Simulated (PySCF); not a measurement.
Cost of one run: geometry optimisation, CrOCl3, `[O]=[Cr]([Cl])([Cl])[Cl]` [radical].

Method: PBE0-D3(BJ)/def2-SVP geometry optimisation, gas phase (PySCF 2.14.0). Work: geometry optimisation from a GFN2-xTB start, density fitting, unrestricted. The input is one job of a driver script: a line of settings, then coordinates in Å.

Input:
```
{"job": {"xc": "PBE0", "basis": "def2-SVP", "d3": "d3bj", "grid": 1, "maxiter": 40, "kind": "geom"}, "charge": 0, "multiplicity": 2}
Cr     0.147000    -0.002150     0.238630
O     -0.131810    -0.017040     1.759570
Cl     1.910300     0.011140    -0.748520
Cl    -0.965710     1.594250    -0.609670
Cl    -0.959780    -1.586210    -0.640000
```

Hardware: x86-64 server, one thread, no GPU, shared host.

Task: How large is the basis?

Result: 99 functions.

Task: What wall time should be expected on this hardware?

Result: About 2.4 min. The run took 20 energy-and-gradient evaluations and 280 SCF cycles, 7.2 s an evaluation on average.

Task: At this speed, how long would 5000 such jobs take on 8 cores, one job a core?

Result: 5000/8 gives 625 rounds of 2.4 min, about 25 h of wall time and 200 core-hours, if the jobs don't slow each other.

The output:
```
step   0  E = -2499.01643861  max force = 0.054041
step   1  E = -2499.02375806  max force = 0.017713
step   2  E = -2499.02533316  max force = 0.006531
step   3  E = -2499.02541063  max force = 0.002172
step   4  E = -2499.02543151  max force = 0.001409
step   5  E = -2499.02543350  max force = 0.002682
step   6  E = -2499.02544030  max force = 0.001601
step   7  E = -2499.02544935  max force = 0.001214
step   8  E = -2499.02545744  max force = 0.001318
step   9  E = -2499.02546701  max force = 0.001379
step  10  E = -2499.02547777  max force = 0.001395
step  11  E = -2499.02549164  max force = 0.001335
step  12  E = -2499.02550547  max force = 0.001263
step  13  E = -2499.02552091  max force = 0.001167
step  14  E = -2499.02554267  max force = 0.001063
step  15  E = -2499.02557524  max force = 0.000914
step  16  E = -2499.02560574  max force = 0.000879
step  17  E = -2499.02563147  max force = 0.000955
step  18  E = -2499.02563475  max force = 0.000754
step  19  E = -2499.02564347  max force = 0.000371
optimisation converged
```

Energies in Eh; «max force» is the largest Cartesian gradient component in Eh/bohr.

Times come from a shared host and carry two figures at best.

The run converged: final energy -2499.02564 Eh after 19 steps; dipole 0.61 D.
